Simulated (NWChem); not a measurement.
# SeO2, triplet; SMILES of the neutral closed-shell parent O=[Se]=O

```xyz
3

O      1.2233     0.0000    -0.8225
Se     0.0000     0.0000     0.3870
O     -1.2233     0.0000    -0.8225
```
Atoms are numbered in this order, from 1.

All runs: NWChem. Spin-unrestricted. In the optimisation the excess spin sits in b1 and b2 (C2v, its own frame). Structure relaxed at the PBE-D3(BJ)/def2-SVP, spin-unrestricted level. The spin multiplicity was typed, not searched, and may not be the lowest. No stability test was run on the SCF state. Vertical excitations in the gas phase; the lowest state need not have the same character in each row. Excited states of an open shell can be spin-contaminated.

For level UHF/def2-SVP, CIS:

```yaml
lowest excitation (eV): 0.69
lowest empty minus highest occupied level, either spin (eV): 10.61
```

### Question
What are these values for level B3LYP/def2-SVP, TDA?

### Answer
The lowest excitation (eV) comes out as 0.34. The lowest empty minus highest occupied level, either spin (eV) is 1.41.
